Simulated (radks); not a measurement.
Initial-state core-level shifts of the tin ion Sn+ when its valence configuration changes from [Kr] 4d10 5s2 5p1. Calculated with a radial shooting solver on a logarithmic mesh with Libxc functionals: Dirac Kohn-Sham, PBE, spin-unpolarised, spherical densities, finite nucleus; open shells fill j = l - 1/2 first; Fermi nuclear charge, rms radius 4.6519 fm. Shifts are changes of the shell-averaged eigenvalues in eV (positive: less bound); the change of the density at the nucleus, which sets a Mossbauer isomer shift, is in e/bohr^3, on a base of 1.911e+05.

valence                2s       2p       3p       4s  density at nucleus
4d10 5p3           -2.901   -2.895   -2.940   -2.948              -82.54
4d9 5s2 5p2        -8.294   -8.267   -8.032   -7.071              +19.31
4d9.5 5s2 5p1.5    -4.115   -4.102   -3.994   -3.541               +9.49
4d10 5s1 5p2       -1.360   -1.358   -1.380   -1.383              -39.82
4d8 5s2 5p3       -17.107  -17.051  -16.500  -14.356              +39.55
4d10 5s1.5 5p1.5   -0.688   -0.687   -0.698   -0.700              -19.61
4d9 5s1.5 5p2.5    -9.056   -9.028   -8.802   -7.837               -3.20
4d9 5s1 5p3        -9.803   -9.773   -9.558   -8.587              -26.36
4d7.5 5s2 5p3.5   -21.617  -21.545  -20.806  -17.986              +50.06
